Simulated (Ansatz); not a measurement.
`N[SiH]1C=C1S`, relaxed with RKS PBE-D4/def2-SVP in Ansatz 0.2.0 from a rough embedded geometry. The force threshold is 0.03 eV/Å; the program also tests the step.

Charge 0, multiplicity 1.

Start:

```xyz
10

N     0.530    1.796    0.146
Si   -0.218    0.427    0.741
C    -0.970   -0.432   -0.681
C    -0.012   -1.078    0.001
S     0.774   -2.518   -0.229
H    -0.075    2.323   -0.429
H     1.269    1.466   -0.549
H    -1.318    0.780    1.682
H    -1.652   -0.413   -1.451
H     1.672   -2.352    0.769
```

(1) How much energy does the relaxation release, and in how many steps? (An estimate is asked.)

(2) Which bonds change most? (Best estimate.)

(3) Give the relaxed structure. (Estimate.)

Answers

(1) Computed: 157.27 kJ/mol, in 16 steps, 1 of them rejected.

(2) The calculation gave: Si2–C4 from 1.689 to 1.843 Å; C4–S5 from 1.658 to 1.743 Å; C3–H9 from 1.028 to 1.103 Å; N1–Si2 from 1.670 to 1.728 Å.

(3) Computed: 
```xyz
10

N     0.396    1.975   -0.100
Si   -0.479    0.561    0.370
C    -1.091   -0.670   -0.807
C    -0.060   -1.181   -0.063
S     0.780   -2.709   -0.075
H     0.737    2.631    0.606
H     0.960    1.998   -0.951
H    -1.134    0.897    1.675
H    -1.718   -1.054   -1.629
H     1.610   -2.450    0.974
```
